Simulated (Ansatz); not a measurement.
`C[Si](C)(C)OBF` and `C[Si](C)(C)Cl` differ in one atom or group.

Ansatz, PBE0-D4/def2-TZVP geometries, multiplicity 1. Each molecule was computed in one conformer, which needn't be the lowest.

```tsv
property	`C[Si](C)(C)OBF`
HOMO–LUMO gap (PBE0/def2-TZVPP) / eV	8.94
LUMO energy (ωB97M-V/def2-TZVPP) / eV	2.06
HOMO energy (ωB97M-V/def2-TZVPP) / eV	-10.80
HOMO energy (PBE/def2-TZVPP) / eV	-7.16
HOMO–LUMO gap (B3LYP/def2-TZVPP) / eV	8.44
size of the dipole moment (B3LYP/def2-TZVPP) / D	1.73
```

(1) Give the same properties after the change, and the shifts. (Estimate.)

## Answers

(1) The calculation gave: 
```json
{"property": "HOMO–LUMO gap (PBE0/def2-TZVPP) / eV", "`C[Si](C)(C)Cl`": "9.23", "shift": "0.29"}
{"property": "LUMO energy (ωB97M-V/def2-TZVPP) / eV", "`C[Si](C)(C)Cl`": "2.26", "shift": "0.20"}
{"property": "HOMO energy (ωB97M-V/def2-TZVPP) / eV", "`C[Si](C)(C)Cl`": "-10.58", "shift": "0.22"}
{"property": "HOMO energy (PBE/def2-TZVPP) / eV", "`C[Si](C)(C)Cl`": "-6.99", "shift": "0.17"}
{"property": "HOMO–LUMO gap (B3LYP/def2-TZVPP) / eV", "`C[Si](C)(C)Cl`": "8.67", "shift": "0.23"}
{"property": "size of the dipole moment (B3LYP/def2-TZVPP) / D", "`C[Si](C)(C)Cl`": "2.15", "shift": "0.42"}
```

With PBE0 the HOMO rises by 0.20 eV and the LUMO rises by 0.49 eV, so the gap widens by about 0.29 eV. PBE moves the HOMO by 0.17 eV and ωB97M-V by 0.22 eV. Dipoles are sizes alone; their direction can turn.

B3LYP here is the variant with VWN-RPA as its local correlation; programs differ in this.
